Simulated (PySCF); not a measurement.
Species: C7H4FNO.
Cartesian coordinates in Å at the PBE0-D3(BJ)/def2-TZVP level; atoms count from 1:
```xyz
14
C7H4FNO angstrom
O      4.2410    0.4213    0.1067
C      3.1610   -0.0038    0.0053
N      2.1028   -0.5525   -0.1244
C      0.7448   -0.2739   -0.0625
C     -0.1556   -1.3029   -0.3148
C     -1.5186   -1.0668   -0.2630
C     -1.9654    0.2034    0.0426
F     -3.2818    0.4364    0.0935
C     -1.0905    1.2421    0.2976
C      0.2706    0.9998    0.2443
H      0.2245   -2.2884   -0.5519
H     -2.2342   -1.8557   -0.4567
H     -1.4776    2.2250    0.5343
H      0.9723    1.8017    0.4413
```

Computed with PySCF at wB97X-D/pcSseg-2, non-relativistic, on one gas-phase PBE0-D3(BJ)/def2-TZVP geometry that isn't relaxed in the solvent. The solvent is an IEF-PCM continuum (cavity from Bondi-type radii × 1.2). Specific hydrogen bonds and non-electrostatic terms are outside this model.

Gas phase at wB97X-D/pcSseg-2: HOMO -8.67 eV, LUMO 0.77 eV, dipole 1.00 D.

Problem. What does the continuum do to the energy, the frontier levels and the dipole at wB97X-D/pcSseg-2 in chloroform?

Solution. 
```tsv
solvent	ε	E(solvent) − E(gas) (kJ/mol)	polarisation term (kJ/mol)	distortion of the solute (kJ/mol)	HOMO (eV)	LUMO (eV)	dipole (D)
chloroform	4.711	-13.50	-14.77	1.27	-8.56	0.95	1.14
```

The first energy column is the sum of the next two and covers electrostatics alone.

Problem. Which radius a makes the point-dipole formula ΔE = −[(ε − 1)/(2ε + 1)]·μ²/a³ give the value in chloroform, with the gas-phase dipole?

Solution. μ = 0.394 au and |ΔE| = 0.00514 Eh give a = 1.17 Å; the farthest nucleus lies 4.26 Å from the centroid of the nuclei, so such a sphere wouldn't even hold the nuclei. The formula assumes a rigid point dipole at the centre of a sphere.

Problem. Give the dipole vector in the frame of the coordinates (D, pointing from negative to positive charge), gas and chloroform.

Solution. Gas (-0.99, -0.13, -0.03), solvent (-1.14, -0.11, -0.03). Its length changes by +14 % and its direction by 2°.

wB97X-D is run here without its empirical dispersion term; that term would change no orbital, density or response property at a fixed geometry.
